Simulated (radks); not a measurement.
Results of a calculation; reference values are marked as such.
I+, 52 electrons, occupied as [Kr] 4d10 5s2 5p4.

Code: a radial shooting solver on a logarithmic mesh with Libxc functionals. Model: scalar-relativistic Kohn-Sham, r2SCAN, spin-polarised, spherical densities, finite nucleus; open shells are filled with parallel spins first (spin-orbit coupling, left out, can overturn this in heavy ions); meta-GGA in the generalised Kohn-Sham scheme; Fermi nuclear charge, rms radius 4.75 fm.

Energy parts (Ry):
| part | energy |
|---|---|
| total | -14233.45707 |
| kinetic | 14940.14170 |
| electron-nucleus | -34402.10854 |
| Hartree | 5591.18846 |
| exchange-correlation | -362.67870 |

Orbitals (lengths in bohr, moments of r in powers of bohr):
orbital,occ.,eigenvalue (Ry),<r>
1s up,1,-2429.220,0.02723
1s down,1,-2429.212,0.02723
2s up,1,-377.1659,0.1171
2s down,1,-377.1649,0.1171
2p up,3,-338.3664,0.1025
2p down,3,-338.3613,0.1025
3s up,1,-77.18013,0.3134
3s down,1,-77.17608,0.3134
3p up,3,-64.52408,0.3117
3p down,3,-64.51849,0.3117
3d up,5,-45.59926,0.2886
3d down,5,-45.59337,0.2886
4s up,1,-14.30567,0.7408
4s down,1,-14.29226,0.7412
4p up,3,-10.31852,0.7925
4p down,3,-10.30672,0.7925
4d up,5,-4.48652,0.9221
4d down,5,-4.46820,0.9182
5s up,1,-2.03417,1.938
5s down,1,-1.88914,1.935
5p up,3,-1.20696,2.303
5p down,1,-1.06398,2.332

The highest occupied level is 5p down at -14.476 eV. Summed over all electrons, <r^2> = 50.15 bohr^2, which gives a Langevin (diamagnetic) susceptibility term of -39.7 x 10^-6 cm^3/mol. The spin density at the nucleus is -0.923 e/bohr^3 (1s -0.477, 2s 0.203, 3s 0.302, 4s 0.993, 5s -1.944). The density falls to 0.001 e/bohr^3 at r = 4.17 bohr.
